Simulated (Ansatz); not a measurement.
Reaction (formal hydrolysis of a C–Si bond): `C[SiH](C)CO` + H₂O → `OCO` + `C[SiH2]C`

Isolated molecules relaxed with PBE0-D4/def2-TZVP in Ansatz; ΔE leaves out vibrations. CCSD(T)/CBS is the MP2 limit (def2-TZVPP, def2-QZVPP) plus CCSD(T) − MP2 in def2-TZVPP, frozen cores. This one scheme is used for every species. DFT in def2-TZVPP. One conformer a species, not always the lowest.

| species | PBE energy (Eh) |
| --- | --- |
| `C[SiH](C)CO` | -484.74646 |
| H₂O | -76.38007 |
| `OCO` | -190.82457 |
| `C[SiH2]C` | -370.29558 |

Problem. Work out ΔE.

Solution. ΔE = (-190.82457) + (-370.29558) − (-484.74646) − (-76.38007) = 0.00638 Eh = +0.17 eV. CCSD(T)/CBS gives +0.30 eV.

Largest T1 diagnostic among the species: 0.011.

The D4 term adds +0.09 eV with B3LYP and +0.05 eV with PBE0; it sums over pairs of atoms, weighted by their polarisabilities, and B3LYP, whose exchange is more repulsive, gets the larger term. In def2-TZVPP, CCSD(T) changes the Hartree–Fock value by +0.23 eV (the triples alone add +0.02 eV) and MP2 by +0.29 eV.

B3LYP here is the variant with VWN-RPA as its local correlation; programs differ in this.
